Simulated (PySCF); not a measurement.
H9N3Si3, triplet, at the geometry of the source list (a higher spin typed on purpose: for a closed-shell molecule this is an excited state). Base run: PySCF with DF-HF/6-31G.

Input for PySCF:
```python
from pyscf import gto, scf

mol = gto.M(
    atom='''
Si    1.669100   -0.434200   -0.530100
N     0.512000   -1.521400    0.146900
Si   -1.176600   -1.299400    0.428700
N    -1.441100    0.397000    0.603000
Si   -0.531500    1.723900   -0.021900
N     1.085500    1.165200   -0.249500
H     1.839600   -0.683200   -1.975100
H     2.940000   -0.600000    0.186000
H     0.821200   -2.476200    0.200700
H    -1.970600   -1.840900   -0.691100
H    -1.529800   -1.958400    1.692000
H    -2.349600    0.643400    0.956600
H    -0.519100    2.794500    0.982000
H    -1.105400    2.198500   -1.295700
H     1.756300    1.891300   -0.432500
''',
    basis='6-31g',
    charge=0,
    spin=2,
    verbose=4,
)

mf = scf.UHF(mol)
mf = mf.density_fit(auxbasis='def2-universal-jkfit')
mf.kernel()
```

Each row names what was changed in the base input (with any setting that the change needs).

| change | basis functions | E (Eh) | HOMO (eV) | dipole (D) | core-seconds (rough) | outcome |
|---|---|---|---|---|---|---|
| base | 84 | -1034.94392 | -0.98 | 4.74 | 4 | converged |
| basis = 3-21G | 84 | -1029.69219 | -0.46 | 4.60 | 5 | converged |
| basis = 6-31G* | … | … | … | … | 9 | converged |
| basis = 6-31+G* | 138 | -1035.22111 | -2.05 | 0.16 | 10 | converged |
| basis = 6-31G** | 141 | -1035.18804 | -0.92 | 4.49 | 10 | converged |
| basis = def2-SVP | 141 | - | - | - | - | not converged |
| basis = pcseg-1 | 141 | - | - | - | - | not converged |
| basis = pc-1 | 141 | - | - | - | - | not converged |
| basis = cc-pVDZ | 141 | - | - | - | - | not converged |
| basis = cc-pV(D+d)Z | 156 | - | - | - | - | not converged |
| basis = def2-SVPD | … | … | … | … | 9 | converged |
| basis = 6-311++G** | 219 | -1035.35161 | -2.13 | 0.24 | 20 | converged |
| basis = 6-311+G(2d,p) | 240 | -1035.36370 | -2.09 | 0.58 | 30 | converged |

**Question.** What belongs in the gaps?

**Answer.** 
- basis = 6-31G*, basis functions: 114
- basis = 6-31G*, E (Eh): -1035.16447
- basis = 6-31G*, HOMO (eV): -0.91
- basis = 6-31G*, dipole (D): 4.53
- basis = def2-SVPD, basis functions: 204
- basis = def2-SVPD, E (Eh): -1034.88392
- basis = def2-SVPD, HOMO (eV): -1.88
- basis = def2-SVPD, dipole (D): 0.68

Totals compare only among sets that treat the same electrons; sets with core potentials leave the core out.

Open shells are given as the SCF converged; they aren't shown to be the lowest states, and a large step between rows can be another state.
